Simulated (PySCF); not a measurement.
**Si 2p3/2 core levels and what the atom is bonded to**

Gas-phase molecules, one conformer each, relaxed by PBE0-D3(BJ)/def2-SVP with no frequency check. Core levels by delta-SCF with SCAN, pcX-2 on the ionised atom and pcseg-1 elsewhere, spin-free X2C (2p3/2 is the spin-free 2p value less a third of a first-order spin-orbit splitting); energies from the vacuum level.

```json
{"structure (SMILES)": "N#C[SiH]1[SiH2][SiH2][SiH2][SiH2]1", "Si bonded to": "1 C + 2 Si + 1 H", "mean electronegativity of these (Pauling)": "2.14", "Si 2p3/2 (eV)": "106.95"}
{"structure (SMILES)": "[SiH3][Si]([SiH3])([SiH3])Br", "Si bonded to": "1 Br + 3 Si", "mean electronegativity of these (Pauling)": "2.17", "Si 2p3/2 (eV)": "106.71"}
{"structure (SMILES)": "O[SiH]([SiH3])[GeH3]", "Si bonded to": "1 Ge + 1 O + 1 Si + 1 H", "mean electronegativity of these (Pauling)": "2.39", "Si 2p3/2 (eV)": "106.93"}
{"structure (SMILES)": "[SiH3]N[SiH](Cl)Cl", "Si bonded to": "2 Cl + 1 N + 1 H", "mean electronegativity of these (Pauling)": "2.89", "Si 2p3/2 (eV)": "108.81"}
{"structure (SMILES)": "F[SiH](B[SiH3])O[SiH3]", "Si bonded to": "1 B + 1 F + 1 O + 1 H", "mean electronegativity of these (Pauling)": "2.92", "Si 2p3/2 (eV)": "?"}
{"structure (SMILES)": "F[SiH](F)[GeH3]", "Si bonded to": "2 F + 1 Ge + 1 H", "mean electronegativity of these (Pauling)": "3.04", "Si 2p3/2 (eV)": "108.94"}
```

Fit a straight line to the complete rows and predict the core level of Si in F[SiH](B[SiH3])O[SiH3], bonded to 1 B + 1 F + 1 O + 1 H.

E = 101.131 + 2.588·χ (5 points, rms 0.23 eV, correlation 0.972). At 2.92 this gives 108.69 eV; the calculation itself gave 107.96 eV, so the fit is off by 0.73.

For scale, for F[SiH](B[SiH3])O[SiH3]: hardware: 1 thread of Arm Neoverse V1 (aarch64), shared host; wall time 53 s, peak memory 0.65 GiB, launched as `OMP_NUM_THREADS=1 python cluster_run.py task.json out`.
